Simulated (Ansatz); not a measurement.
Program: Ansatz. Geometries: PBE0-D4/def2-TZVP. ΔE: electronic, gas phase. CCSD(T)/CBS adds triple-zeta CCSD(T) − MP2 to the extrapolated MP2 energy (def2 sets, frozen cores). This one scheme is used for every species. DFT in def2-TZVPP. For Ge outer-core shells are correlated without core-valence functions, which leaves a few kJ/mol of doubt a bond. Scalar relativity is left out up to krypton. One conformer a species, not always the lowest.

`[OH][GeH]([OH])[F]` + CH₃OH → `C[O][GeH]([OH])[OH]` + H–F  (ligand exchange at a Ge–F bond)

```json
{"level": "BLYP", "ΔE (kJ/mol)": "44.8"}
{"level": "CAM-B3LYP", "ΔE (kJ/mol)": "41.5"}
{"level": "CCSD/def2-SVP", "ΔE (kJ/mol)": "37.3"}
{"level": "CCSD/CBS(def2)", "ΔE (kJ/mol)": "29.2"}
```

(1) What does CCSD(T)/CBS give? (Best estimate.)

Largest T1 diagnostic among the species: 0.012.

Answers

(1) Ansatz gave: +26.9 kJ/mol. The listed levels differ from it by 17.9, 14.6, 10.4, 2.3 kJ/mol.

The D4 term adds −7.9 kJ/mol with B3LYP and −4.5 kJ/mol with PBE0; it sums over pairs of atoms, weighted by their polarisabilities, and B3LYP, whose exchange is more repulsive, gets the larger term. Leaving LDA and LC-ωPBE aside and taking each functional with its dispersion term where it has one, the values, not all of them listed here, spread over 8.3 kJ/mol, from revPBE-D4 to B97M-V. LDA lies −8.3 kJ/mol from PBE without D4.

B3LYP here is the variant with VWN-RPA as its local correlation; programs differ in this.
